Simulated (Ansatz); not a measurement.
Calculated with Ansatz (gas phase, PBE0-D4/def2-TZVP geometries, no zero-point term in ΔE). CCSD(T)/CBS is the MP2 limit (def2-TZVPP, def2-QZVPP) plus CCSD(T) − MP2 in def2-TZVPP, frozen cores. Functionals use def2-TZVPP. B3LYP here is the variant with VWN-RPA as its local correlation; programs differ in this. For Ge outer-core shells are correlated without core-valence functions, which leaves a few kJ/mol of doubt a bond. Scalar relativity is left out up to krypton. One conformer a species, not always the lowest.

Consider the formal exchange of groups at the Si–Ge bond: `[SiH3][GeH2][SiH2]Cl` + `CCSS` → `[SiH3]CCSS` + `Cl[SiH2][GeH3]`.

| level | ΔE (kJ/mol) |
| --- | --- |
| B3LYP-D4 | 35.1 |
| PBE | 43.0 |
| r2SCAN | 38.1 |
| PBE0 | 41.4 |
| B3LYP | 39.8 |
| CCSD/def2-TZVPP | 34.1 |
| CCSD(T)/def2-TZVPP | 33.5 |
| HF/CBS(def2) | 34.1 |

(1) What does CCSD(T)/CBS give? (An estimate is asked.)

Largest T1 diagnostic among the species: 0.011.

Answers

(1) The calculation gave: +35.0 kJ/mol. The listed levels differ from it by 0.1, 8.0, 3.1, 6.4, 4.8, -0.9, -1.5, -0.9 kJ/mol.

The D4 term adds −4.6 kJ/mol with B3LYP and −2.3 kJ/mol with PBE0; it sums over pairs of atoms, weighted by their polarisabilities, and B3LYP, whose exchange is more repulsive, gets the larger term.

CCSD(T)/CBS has its own doubt, a few kJ/mol and more with outer-core shells, so smaller differences from it don't rank the levels.
